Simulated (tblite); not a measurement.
C5H14N2OSi.
Geometry (GFN2-xTB, Å), atoms numbered from 1 in this order:
```xyz
23
C5H14N2OSi angstrom
C      2.2650   -0.2988    1.0994
N      1.4796    0.2368    0.0191
C      1.9952   -0.1445   -1.2741
Si    -0.1063    0.8548    0.2477
C     -0.3626    2.1161   -1.1696
O     -1.4181    2.4462   -1.6490
N     -1.3559   -0.3255    0.1688
C     -2.7317   -0.0039   -0.1466
C     -1.2422   -1.5722    0.8928
H      2.2772   -1.3961    1.0873
H      1.8574    0.0323    2.0498
H      3.2996    0.0487    1.0189
H      2.0112   -1.2339   -1.3951
H      1.3754    0.2796   -2.0595
H      3.0196    0.2243   -1.3901
H     -0.0173    1.6276    1.5016
H      0.5611    2.6193   -1.5317
H     -2.7714    0.9177   -0.7176
H     -3.3314    0.1157    0.7624
H     -3.1685   -0.8098   -0.7423
H     -0.1951   -1.8070    1.0586
H     -1.7458   -1.5213    1.8650
H     -1.6998   -2.3791    0.3142
```

Calculated harmonic vibrations of the isolated species, GFN2-xTB (tblite), most abundant isotopes, no scaling. Against measured fundamentals such values can be off by several per cent, at times by over 20. Modes of hydrogen on silicon can be 10 to 20 % off. One conformer, not necessarily the lowest.

Harmonic wavenumbers (cm⁻¹): 33.8, 52.0, 66.9, 108.5, 143.2, 148.1, 157.8, 182.5, 203.2, 206.3, 264.5, 277.7, 285.4, 312.2, 362.2, 380.4, 428.7, 598.5, 637.0, 688.5, 727.5, 770.9, 782.2, 1037.2, 1040.3, 1056.5, 1058.1, 1088.1, 1090.6, 1124.3, 1127.3, 1193.1, 1209.3, 1300.2, 1317.2, 1376.7, 1413.7, 1417.2, 1425.6, 1426.6, 1475.4, 1478.1, 1483.3, 1490.5, 1496.2, 1501.8, 1506.7, 1513.4, 1758.4, 2150.8, 2682.7, 2884.3, 2900.1, 2906.1, 2913.9, 2936.6, 2942.1, 2956.0, 2959.7, 3034.8, 3045.9, 3051.9, 3070.5.

A = 1582, B = 1144, C = 773.0 MHz; mass 146.088 u (most abundant isotopes); point group C1, symmetry number 1.

Q: Zero-point energy?

A: Half the sum of the wavenumbers: 41330 cm⁻¹ = 118.17 kcal/mol.

Q: Entropy at 298.15 K, 1 bar (ideal gas, RRHO, classical rotation)?

A: Translation 40.87, rotation 29.82, vibration 44.20: S = 114.9 cal/(mol K).

Q: And Cp and H(298.15 K) − H(0)?

A: Cp = 47.60 cal/(mol K), of which vibrations give 39.65 (their classical limit is 63 R = 125.2); H(298.15 K) − H(0) = 9.03 kcal/mol without the zero-point energy, 6.66 from vibrations.

Q: Blend soft modes into free rotors: weight 1/[1 + (100 cm⁻¹/ν̃)⁴] for the oscillator and the rest for a rotor with moment μB/(μ + B), μ = h/(8π²ν), B = 10⁻⁴⁴ kg m². What vibrational entropy results?

A: 40.28 cal/(mol K) in place of 44.20, which changes −T·S at 298.15 K by +1.17 kcal/mol.

Q: What must be added to the electronic energy to get the Gibbs energy at 298.15 K and 1 bar?

A: ZPE + [H(298.15 K) − H(0)] − T·S = 118.17 + 9.03 − 34.25 = 92.95 kcal/mol.

Hindered rotation and anharmonicity are outside this model. Other conformers, if any are populated, would add a mixing term that is left out. The structure is chiral; the term R ln 2 for an equal mix with its mirror image is left out.

On an Arm Neoverse N1 with one thread (shared host), this took 1.9 s. The figure is for the frequency step alone.
